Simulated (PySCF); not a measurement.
This PySCF input asks for the NMR shieldings of `C#CCC(C)(C)[CH2][AlH][CH3]`, C8H15Al; the geometry comes from GFN2-xTB.

```python
import basis_set_exchange as bse
import numpy as np
from pyscf import gto, dft
from pyscf.prop import nmr

atoms = """
C     0.504505    2.341529    0.795367
C    -0.338642    1.732284    0.182853
C    -1.197312    0.880056   -0.597314
C    -1.108845   -0.591653   -0.120859
C    -1.611283   -1.478167   -1.261002
C    -2.002097   -0.776256    1.108578
C     0.360729   -0.934564    0.203157
Al    1.711243    0.396297   -0.484834
C     3.451404    0.669869    0.441910
H     1.055780    3.005378    1.397738
H    -2.226792    1.243270   -0.562235
H    -0.840735    0.925966   -1.633330
H    -1.658448   -2.517258   -0.941747
H    -0.932268   -1.411552   -2.109733
H    -2.606819   -1.175016   -1.583337
H    -1.713622   -0.079994    1.894929
H    -1.909547   -1.789294    1.495274
H    -3.049137   -0.601571    0.861286
H     0.524261   -1.998410   -0.009239
H     0.495372   -0.862140    1.298390
H     1.573467    0.920410   -1.944517
H     4.266065    0.454855   -0.259817
H     3.648063    1.678012    0.821660
H     3.592923   -0.012287    1.288564
"""
names = dict.fromkeys(["C", "Al", "H"], "pcSseg-1")
basis = {el: gto.basis.parse(bse.get_basis(n, elements=[el], fmt="nwchem")) for el, n in names.items()}
mol = gto.M(atom=atoms, basis=basis, charge=0, verbose=0)
mf = dft.RKS(mol, xc="PBE0")
mf.grids.level = 2
mf.grids.alignment = dft.numint.BLKSIZE   # the property module wants whole blocks of grid points
mf.conv_tol = 1e-9
mf.kernel()

calc = nmr.RKS(mf)   # GIAO
C = mf.mo_coeff
Co = C[:, mf.mo_occ > 0]
resp = mf.gen_response(singlet=True, hermi=2)
def vind(x):   # induced exchange potential for any number of trial vectors
    d = np.einsum("pi,xij,qj->xpq", C, 2 * x.reshape(-1, C.shape[1], Co.shape[1]), Co, optimize=True)
    return np.einsum("xpq,pi,qj->xij", resp(d - d.transpose(0, 2, 1)), C, Co, optimize=True).ravel()
mo1, _ = nmr.rhf.solve_mo1(calc, with_cphf=vind)
sigma = calc.kernel(mo1)
for i, s in enumerate(sigma):   # ppm
    w = np.linalg.eigvalsh((s + s.T) / 2)
    print("%2d %-2s iso %8.1f  s11 %8.1f  s22 %8.1f  s33 %8.1f" % (i, mol.atom_pure_symbol(i), w.mean(), *w))
```

Problem. What are the results?

Solution. 
```
 0 C  iso    103.5  s11     28.9  s22     34.5  s33    247.2
 1 C  iso     85.1  s11    -14.9  s22     -7.3  s33    277.5
 2 C  iso    149.4  s11    128.3  s22    147.4  s33    172.6
 3 C  iso    150.2  s11    139.5  s22    154.8  s33    156.4
 4 C  iso    152.1  s11    134.1  s22    138.8  s33    183.3
 5 C  iso    150.7  s11    125.0  s22    142.8  s33    184.4
 6 C  iso    158.2  s11    139.9  s22    147.1  s33    187.6
 7 Al iso    355.8  s11    329.2  s22    365.6  s33    372.6
 8 C  iso    196.2  s11    189.1  s22    196.6  s33    202.8
 9 H  iso     29.6  s11     23.3  s22     25.8  s33     39.6
10 H  iso     29.6  s11     25.0  s22     28.4  s33     35.3
11 H  iso     28.7  s11     24.8  s22     28.3  s33     33.0
12 H  iso     30.5  s11     26.9  s22     27.8  s33     36.9
13 H  iso     30.4  s11     26.3  s22     28.8  s33     36.0
14 H  iso     30.7  s11     26.8  s22     28.2  s33     37.3
15 H  iso     30.2  s11     26.1  s22     29.5  s33     35.1
16 H  iso     30.5  s11     27.0  s22     28.1  s33     36.5
17 H  iso     30.8  s11     26.9  s22     27.7  s33     37.9
18 H  iso     31.2  s11     26.4  s22     30.6  s33     36.5
19 H  iso     31.1  s11     27.1  s22     30.4  s33     35.7
20 H  iso     27.0  s11     23.5  s22     25.9  s33     31.6
21 H  iso     32.0  s11     27.6  s22     28.4  s33     40.0
22 H  iso     32.0  s11     27.1  s22     30.1  s33     38.7
23 H  iso     31.8  s11     27.0  s22     30.1  s33     38.4
```

These numbers come from an equivalent density-fitted implementation of the same equations, which agrees with the script to about 0.01 ppm for H and up to a few tenths of a ppm for heavy atoms, so last digits may differ.

Size and cost of the density-fitted run: 235 basis functions, 2 min wall time on 1 thread of an Arm Neoverse N1, shared host; peak memory 1.1 GiB.
